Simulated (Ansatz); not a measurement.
Reaction (atomization): `[SiH3][SiH2][SiH2][SiH2][GeH3]` → Ge• + 12 H• + 4 Si•

Isolated molecules relaxed with PBE0-D4/def2-TZVP in Ansatz; ΔE leaves out vibrations. CCSD(T)/CBS adds triple-zeta CCSD(T) − MP2 to the extrapolated MP2 energy (def2 sets, frozen cores). This one scheme is used for every species, atoms too. DFT in def2-TZVPP. HSE06 is defined as in plane-wave codes. No spin–orbit coupling; open shells (•) take unrestricted orbitals. Spin–orbit coupling would lower the free atoms: a little for Si; clearly for Ge. For Ge outer-core shells are correlated without core-valence functions, so the limit isn't a true one: a few kJ/mol of doubt a bond, and 10 to 20 or more in all where bonds break to atoms. Scalar relativity is left out up to krypton. One conformer a species, not always the lowest.

CCSD(T)/CBS gives +1153.5 kcal/mol.

Problem. Another level gave +1146.6 kcal/mol. Which?
A. r2SCAN0-D4/def2-TZVPP
B. r2SCAN/def2-TZVPP
C. HSE06/def2-TZVPP
D. SCS-MP2/def2-TZVPP

Solution. A. r2SCAN0-D4 1146.6, r2SCAN 1148.2, HSE06 1125.8, SCS-MP2/def2-TZVPP 1123.0 kcal/mol.

Largest T1 diagnostic among the species: 0.013.

From r2SCAN to r2SCAN0 (25 % exact exchange), in def2-TZVPP and without D4, ΔE moves by −5.4 kcal/mol: exact exchange takes away binding that semilocal exchange gives to molecules. At CCSD(T), def2-SVP lies −79.4 kcal/mol from the extrapolated value and def2-TZVPP −26.5 kcal/mol: correlation converges slowly with the basis, and small sets miss more of it in the bonded molecule than in its fragments.

For atomizations the MP2-based limit and the directly extrapolated one differ by several kJ/mol either way, and by 10 to 25 for some Ge, Se and Sn compounds, so smaller differences from it don't rank the levels.
